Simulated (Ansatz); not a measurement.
One change: `CC(C)N[Si](Cl)(Cl)Cl` becomes `CN[Si](Cl)(Cl)Cl`.

Ansatz, PBE0-D4/def2-TZVP geometries, multiplicity 1. Each molecule was computed in one conformer, which needn't be the lowest.

| property | `CC(C)N[Si](Cl)(Cl)Cl` |
| --- | --- |
| HOMO–LUMO gap (ωB97M-V/def2-TZVPP) / eV | 11.95 |
| LUMO energy (PBE0/def2-TZVPP) / eV | 0.31 |
| LUMO energy (PBE/def2-TZVPP) / eV | -0.70 |
| size of the dipole moment (ωB97M-V/def2-TZVPP) / D | 2.70 |
| HOMO–LUMO gap (PBE0/def2-TZVPP) / eV | 7.85 |
| size of the dipole moment (PBE/def2-TZVPP) / D | 2.70 |

What does the change do to each property? (An estimate is asked.)

Computed: 
```json
{"property": "HOMO–LUMO gap (ωB97M-V/def2-TZVPP) / eV", "`CN[Si](Cl)(Cl)Cl`": "12.09", "shift": "0.14"}
{"property": "LUMO energy (PBE0/def2-TZVPP) / eV", "`CN[Si](Cl)(Cl)Cl`": "0.31", "shift": "0.00"}
{"property": "LUMO energy (PBE/def2-TZVPP) / eV", "`CN[Si](Cl)(Cl)Cl`": "-0.72", "shift": "-0.02"}
{"property": "size of the dipole moment (ωB97M-V/def2-TZVPP) / D", "`CN[Si](Cl)(Cl)Cl`": "2.55", "shift": "-0.15"}
{"property": "HOMO–LUMO gap (PBE0/def2-TZVPP) / eV", "`CN[Si](Cl)(Cl)Cl`": "7.95", "shift": "0.10"}
{"property": "size of the dipole moment (PBE/def2-TZVPP) / D", "`CN[Si](Cl)(Cl)Cl`": "2.54", "shift": "-0.16"}
```

The zero-point energy changes by -147.5 kJ/mol with -18 modes. Dipoles are sizes alone; their direction can turn.
